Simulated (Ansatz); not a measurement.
## Which isomer of F2GaH2P gives these data?

These gas-phase data were calculated for one isomer of F2GaH2P at B3LYP-D3(BJ)/def2-SVP (harmonic, unscaled wavenumbers; equilibrium rotational constants with average atomic masses):

| Quantity | Value |
| --- | --- |
| rotational constants | 9.906, 1.794, 1.541 GHz |
| all wavenumbers above 1500 cm⁻¹ | 2311, 1966 |
| dipole moment | 0.99 D (PBE0/def2-TZVPD) |

Candidates:

(1) `F[PH][GaH][F]`, a singlet
(2) `[F][Ga]([F])[PH2]`, a singlet

Q: Assign the data to one candidate and say why.

A: Candidate (1). The band at 1966 cm⁻¹ lies where the Ga–H stretch is expected; (2) has no mode between 1700 and 2150 cm⁻¹.

The same quantities for all candidates:

```tsv
	rotational constants (GHz)	wavenumbers above 1500 cm⁻¹	dipole (D)	E above the lowest, B3LYP-D3(BJ)/def2-SVP (kcal/mol)
(1)	9.906, 1.794, 1.541	2311, 1966	0.99	29.5
(2)	5.977, 2.486, 1.778	2393, 2378	3.24	0.0
```

Each candidate is one conformer. Programs: Ansatz 0.2.0.
